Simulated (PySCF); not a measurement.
C2H9AsIn (SMILES [CH3][In]([CH3])<-[AsH3]), doublet, at a GFN2-xTB geometry (such geometries of metal compounds can be far from the true shape) (the spin is typed, not shown lowest) (all electrons, no relativity); PBE0/STO-3G (PySCF).

PySCF was given this input:
```python
from pyscf import gto, scf, dft

mol = gto.Mole()
mol.atom = '''
    In    0.465815    0.632368    0.834164
    C     1.432206    1.909148   -0.926994
    H     2.511759    1.800166   -0.998921
    H     1.173884    2.953828   -0.766376
    H     0.959875    1.548186   -1.840371
    C    -1.795812    1.062607    1.437404
    H    -2.380621    0.165738    1.236973
    H    -2.119426    1.868714    0.781729
    H    -1.914424    1.358995    2.476849
    As   -0.555110   -1.558733   -1.248882
    H    -0.599480   -2.480421   -0.067441
    H     0.904863   -1.856220   -1.403408
    H    -0.861100   -2.737350   -2.142429
'''
mol.basis = 'sto-3g'
mol.charge = 0
mol.spin = 1
mol.verbose = 4
mol.build()

mf = dft.UKS(mol)
mf.xc = 'pbe0'
mf.level_shift = 1.0
mf.max_cycle = 100
mf.kernel()
```

What the program printed (banner, timings and long lists left out):

```
PySCF version 2.14.0

[INPUT] verbose = 4
[INPUT] num. atoms = 13
[INPUT] num. electrons = 103
[INPUT] charge = 0
[INPUT] spin (= nelec alpha-beta = 2S) = 1
[INPUT] symmetry False subgroup None
[INPUT] Mole.unit = angstrom
[INPUT] Symbol           X                Y                Z      unit          X                Y                Z       unit  Magmom
[INPUT]  1 In     0.465815000000   0.632368000000   0.834164000000 AA    0.880262774714   1.195002329939   1.576341502972 Bohr   0.0
[INPUT]  2 C      1.432206000000   1.909148000000  -0.926994000000 AA    2.706477093959   3.607766851261  -1.751764779115 Bohr   0.0
[INPUT]  3 H      2.511759000000   1.800166000000  -0.998921000000 AA    4.746536600911   3.401820718754  -1.887687110077 Bohr   0.0
[INPUT]  4 H      1.173884000000   2.953828000000  -0.766376000000 AA    2.218319262009   5.581925939072  -1.448240748440 Bohr   0.0
[INPUT]  5 H      0.959875000000   1.548186000000  -1.840371000000 AA    1.813900863817   2.925647529886  -3.477797157592 Bohr   0.0
[INPUT]  6 C     -1.795812000000   1.062607000000   1.437404000000 AA   -3.393592851207   2.008036208046   2.716299890354 Bohr   0.0
[INPUT]  7 H     -2.380621000000   0.165738000000   1.236973000000 AA   -4.498721696388   0.313199428433   2.337540193482 Bohr   0.0
[INPUT]  8 H     -2.119426000000   1.868714000000   0.781729000000 AA   -4.005134681282   3.531357665140   1.477253713630 Bohr   0.0
[INPUT]  9 H     -1.914424000000   1.358995000000   2.476849000000 AA   -3.617737046294   2.568128354653   4.680566261903 Bohr   0.0
[INPUT] 10 As    -0.555110000000  -1.558733000000  -1.248882000000 AA   -1.049005869007  -2.945578471322  -2.360044941899 Bohr   0.0
[INPUT] 11 H     -0.599480000000  -2.480421000000  -0.067441000000 AA   -1.132853017154  -4.687316363620  -0.127445019567 Bohr   0.0
[INPUT] 12 H      0.904863000000  -1.856220000000  -1.403408000000 AA    1.709943250252  -3.507747426940  -2.652056761024 Bohr   0.0
[INPUT] 13 H     -0.861100000000  -2.737350000000  -2.142429000000 AA   -1.627243165863  -5.172841807078  -4.048604051326 Bohr   0.0

nuclear repulsion = 621.50931916347
number of shells = 34
number of NR pGTOs = 192
number of NR cGTOs = 64
basis = sto-3g
ecp = {}

******** <class 'pyscf.dft.uks.UKS'> ********
method = UKS
initial guess = minao
damping factor = 0
level_shift factor = 1.0
DIIS = <class 'pyscf.scf.diis.CDIIS'>
diis_start_cycle = 1
diis_space = 8
diis_damp = 0
SCF conv_tol = 1e-09
SCF conv_tol_grad = None
SCF max_cycles = 100
direct_scf = True
direct_scf_tol = 1e-13
number electrons alpha = 52  beta = 51
XC library pyscf.dft.libxc version 7.1.2
    S. Lehtola, C. Steigemann, M. J. T. Oliveira, and M. A. L. Marques,  SoftwareX 7, 1–5 (2018)
XC functionals = pbe0
    C. Adamo and V. Barone,  J. Chem. Phys. 110, 6158 (1999)
    M. Ernzerhof and G. E. Scuseria,  J. Chem. Phys. 110, 5029 (1999)
radial grids:
    Treutler-Ahlrichs [JCP 102, 346 (1995); DOI:10.1063/1.469408] (M4) radial grids

becke partition: Becke, JCP 88, 2547 (1988); DOI:10.1063/1.454033
pruning grids: <function nwchem_prune>
grids dens level: 3
symmetrized grids: False
atomic radii adjust function: <function treutler_atomic_radii_adjust>
small_rho_cutoff = 0
Set gradient conv threshold to 3.16228e-05
tot grids = 158808
init E= -7957.34573839147

cycle= 1 E= -7975.32383145903  delta_E=  -18  |g|= 0.381  |ddm|= 2.75
cycle= 2 E= -7975.41049615606  delta_E= -0.0867  |g|= 0.143  |ddm|= 0.381
cycle= 3 E= -7975.43027167606  delta_E= -0.0198  |g|= 0.0901  |ddm|= 0.174
cycle= 4 E= -7975.43992286441  delta_E= -0.00965  |g|= 0.0662  |ddm|= 0.128
cycle= 5 E= -7975.4458728972  delta_E= -0.00595  |g|= 0.0504  |ddm|= 0.105
cycle= 6 E= -7975.44961611979  delta_E= -0.00374  |g|= 0.0387  |ddm|= 0.0866
cycle= 7 E= -7975.45207588688  delta_E= -0.00246  |g|= 0.0297  |ddm|= 0.0749
cycle= 8 E= -7975.45357505302  delta_E= -0.0015  |g|= 0.0231  |ddm|= 0.0586
cycle= 9 E= -7975.45449138047  delta_E= -0.000916  |g|= 0.018  |ddm|= 0.0461
cycle= 10 E= -7975.45505148785  delta_E= -0.00056  |g|= 0.0141  |ddm|= 0.0361
cycle= 11 E= -7975.45538819995  delta_E= -0.000337  |g|= 0.0112  |ddm|= 0.0277
cycle= 12 E= -7975.45559736582  delta_E= -0.000209  |g|= 0.00875  |ddm|= 0.0215
cycle= 13 E= -7975.45572572786  delta_E= -0.000128  |g|= 0.00688  |ddm|= 0.0167
cycle= 14 E= -7975.45580469527  delta_E= -7.9e-05  |g|= 0.00541  |ddm|= 0.013
cycle= 15 E= -7975.45585319653  delta_E= -4.85e-05  |g|= 0.00426  |ddm|= 0.0101
cycle= 16 E= -7975.4558827999  delta_E= -2.96e-05  |g|= 0.00336  |ddm|= 0.00773
cycle= 17 E= -7975.45590107856  delta_E= -1.83e-05  |g|= 0.00265  |ddm|= 0.00595
cycle= 18 E= -7975.45591231446  delta_E= -1.12e-05  |g|= 0.00209  |ddm|= 0.00461
cycle= 19 E= -7975.45591930979  delta_E= -7e-06  |g|= 0.00165  |ddm|= 0.00362
cycle= 20 E= -7975.45592368393  delta_E= -4.37e-06  |g|= 0.00131  |ddm|= 0.00285
cycle= 21 E= -7975.45592644344  delta_E= -2.76e-06  |g|= 0.00103  |ddm|= 0.00228
cycle= 22 E= -7975.45592816601  delta_E= -1.72e-06  |g|= 0.000825  |ddm|= 0.00181
cycle= 23 E= -7975.45592925881  delta_E= -1.09e-06  |g|= 0.000653  |ddm|= 0.00144
cycle= 24 E= -7975.4559299402  delta_E= -6.81e-07  |g|= 0.000522  |ddm|= 0.00114
cycle= 25 E= -7975.45593037048  delta_E= -4.3e-07  |g|= 0.000417  |ddm|= 0.000901
cycle= 26 E= -7975.45593064192  delta_E= -2.71e-07  |g|= 0.000332  |ddm|= 0.000712
cycle= 27 E= -7975.45593081327  delta_E= -1.71e-07  |g|= 0.000265  |ddm|= 0.000563
cycle= 28 E= -7975.45593092124  delta_E= -1.08e-07  |g|= 0.000212  |ddm|= 0.000442
cycle= 29 E= -7975.45593098974  delta_E= -6.85e-08  |g|= 0.00017  |ddm|= 0.000348
cycle= 30 E= -7975.45593103351  delta_E= -4.38e-08  |g|= 0.000136  |ddm|= 0.000277
cycle= 31 E= -7975.45593106141  delta_E= -2.79e-08  |g|= 0.000109  |ddm|= 0.00022
cycle= 32 E= -7975.45593107948  delta_E= -1.81e-08  |g|= 8.73e-05  |ddm|= 0.000177
cycle= 33 E= -7975.45593109105  delta_E= -1.16e-08  |g|= 7.06e-05  |ddm|= 0.000142
cycle= 34 E= -7975.45593109869  delta_E= -7.65e-09  |g|= 5.72e-05  |ddm|= 0.000116
cycle= 35 E= -7975.45593110369  delta_E= -4.99e-09  |g|= 4.64e-05  |ddm|= 9.48e-05
cycle= 36 E= -7975.45593110698  delta_E= -3.29e-09  |g|= 3.75e-05  |ddm|= 7.71e-05
cycle= 37 E= -7975.45593110919  delta_E= -2.21e-09  |g|= 3.07e-05  |ddm|= 6.29e-05
cycle= 38 E= -7975.45593111065  delta_E= -1.46e-09  |g|= 2.52e-05  |ddm|= 5.16e-05
cycle= 39 E= -7975.45593111164  delta_E= -9.91e-10  |g|= 2.06e-05  |ddm|= 4.27e-05
Extra cycle  E= -7975.45593111366  delta_E= -2.02e-09  |g|= 1.44e-05  |ddm|= 0.000172
converged SCF energy = -7975.45593111366  <S^2> = 0.75245451  2S+1 = 2.002453
```
